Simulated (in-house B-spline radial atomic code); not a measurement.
# RPA and G0W0 on wB97X: the manganese ion Mn⁺

Configuration [Ar] 3d5 4s1, highest spin, mean-field start wB97X. Computed with an all-electron radial atomic-structure program (B-spline basis): all electrons, scalar-relativistic (spin-free one-electron X2C), finite nucleus, each spin shell either full or empty, empty states to l = 9 with an (l + 1/2)⁻⁴ tail; G0W0 by contour deformation at full frequency.

RPA overbinds a lone outer s electron by self-correlation, and G0W0 tends to as well.

Command:
```bash
python run_gw.py task.json out
```
Settings (radii: box in bohr, nucleus in fm):
```
Z                        25
electrons                24
configuration            [Ar] 3d5 4s1
hamiltonian              x2c
method                   wb97x
lmax                     9
rms_radius               3.7057
spin_polarised           True
box_radius               23.78
intervals                71
ion_configuration        [Ar] 3d5
```

Time taken, with all properties: 11 s on 1 thread of Arm Neoverse N1 (shared host).

Energies (hartree):

```tsv
term	value
mean-field total	-1158.30442
Hartree-Fock functional on these orbitals	-1157.17251
direct second order	-1.7786
second-order exchange	0.58943
SOSEX correction	0.53804
```

What is the RPA correlation energy, and what remains with SOSEX?

RPA gives -1.5444 hartree (-1.75 eV per electron); RPA + SOSEX gives -1.0063, and the second-order doubles -1.1892 hartree (no singles). RPA lacks exchange-type terms and so overcorrelates at short range.

Quasi-particle levels (eV):

```json
{"level": "4s up", "occupied": "yes", "mean field": "-15.030", "Σx - vxc": "-0.14", "Σc": "?", "QP weight": "?", "G0W0": "?"}
{"level": "3d up", "occupied": "yes", "mean field": "-20.871", "Σx - vxc": "-4.36", "Σc": "1.55", "QP weight": "0.898", "G0W0": "-23.683"}
{"level": "3p down", "occupied": "yes", "mean field": "-64.39", "Σx - vxc": "-4.92", "Σc": "2.26", "QP weight": "0.876", "G0W0": "-67.05"}
{"level": "3d down", "occupied": "no", "mean field": "-5.685", "Σx - vxc": "6.98", "Σc": "-5.63", "QP weight": "0.908", "G0W0": "-4.339"}
```

G0W0 = mean field + (Σx - vxc) + Σc, with Σc (partial-wave tail included) taken at the quasi-particle energy. Only the outer levels were computed. Levels of low weight are left out.

Where does G0W0 put 4s up?

At -16.223 eV, with Σc = -1.05 eV and a quasi-particle weight of 0.965. The tabulated removal energy is 15.640 eV (NIST, measured); the calculation leaves out spin-orbit coupling, Breit and QED terms, and what these don't explain is the method's own error.

What does it cost to remove one electron (to [Ar] 3d5) by differences of total energies, each species on its own start (correlation terms add to the Hartree-Fock functional)?

wB97X 15.373 eV, Hartree-Fock functional 14.773 eV, + RPA 15.936 eV, + RPA + SOSEX 15.418 eV, + second order 15.844 eV. Tabulated: 15.640 eV (NIST, measured); the calculation leaves out spin-orbit coupling, Breit and QED terms, and what these don't explain is the method's own error.
